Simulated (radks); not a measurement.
Problem. All-electron atom: P+ in [He] 2s2 2p5 3s2 3p3 (not the ground configuration). All-electron calculation, Dirac Kohn-Sham, AM05, spin-unpolarised, spherical densities, finite nucleus; open shells fill j = l - 1/2 first; Fermi nuclear charge, rms radius 3.1889 fm. Program: a radial shooting solver on a logarithmic mesh with Libxc functionals. Some entries of the table are withheld. Estimate them.

orbital  occ.  eigenvalue (eV)  <1/r> (bohr^-1)
1s1/2       2        -2120.021            14.62
2s1/2       2        -204.1230            2.891
2p1/2       2        -157.2525              (1)
2p3/2       3        -156.2701              (2)
3s1/2       2         -26.3248              (3)
3p1/2       2         -16.5818              (4)
3p3/2       1         -16.4976              (5)
3d3/2       0              (6)           0.4091
3d5/2       0              (7)           0.4088

Solution. 
(1) 2p1/2 <1/r> (bohr^-1): 2.803
(2) 2p3/2 <1/r> (bohr^-1): 2.787
(3) 3s1/2 <1/r> (bohr^-1): 0.8119
(4) 3p1/2 <1/r> (bohr^-1): 0.7021
(5) 3p3/2 <1/r> (bohr^-1): 0.6994
(6) 3d3/2 eigenvalue (eV): -4.3103
(7) 3d5/2 eigenvalue (eV): -4.3078
